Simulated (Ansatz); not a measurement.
Al(H2O)F3 (AlOF₃H₂). The state is a triplet with charge 0. Geometry PBE0-D4/def2-SVP, that of the neutral singlet.

| atom | x (Å) | y (Å) | z (Å) |
| --- | --- | --- | --- |
| Al1 | -0.0549 | -0.0458 | 0.8316 |
| O2 | 0.2813 | -0.2220 | -1.0789 |
| H3 | -0.5585 | -0.3404 | -1.5478 |
| H4 | 0.6979 | 0.5835 | -1.4204 |
| F5 | 0.5636 | 1.4983 | 0.9435 |
| F6 | 0.7792 | -1.2659 | 1.5805 |
| F7 | -1.7085 | -0.2078 | 0.6914 |

At PBE-D4/def2-TZVP the gap within one spin of the charge 0 triplet nearly closes, so an electron or hole may be smeared out by delocalisation error. At PBE0-D4/def2-TZVP a singlet of charge 0 lies 8.64 eV below the triplet at the same geometry.

**Question.** Estimate the α-spin orbital energies around the gap (eV) in Ansatz with PBE-D4/def2-TZVP, r2SCAN-D4/def2-TZVP, PBE0-D4/def2-TZVP.

**Answer.** 
```csv
orbital,PBE-D4/def2-TZVP,r2SCAN-D4/def2-TZVP,PBE0-D4/def2-TZVP
HOMO−5,-11.32,-12.05,-13.59
HOMO−4,-11.10,-11.73,-13.07
HOMO−3,-11.06,-11.53,-13.05
HOMO−2,-10.92,-11.44,-12.24
HOMO−1,-10.51,-10.92,-11.99
HOMO,-2.38,-2.54,-3.35
LUMO,-1.16,-0.84,-0.27
LUMO+1,-0.04,-0.12,0.31
LUMO+2,0.73,1.20,1.50
LUMO+3,0.94,1.47,1.82
LUMO+4,1.78,2.21,2.46
LUMO+5,3.82,4.57,4.87
β HOMO,-10.22,-10.72,-11.85
β LUMO,-10.19,-10.51,-10.08
```
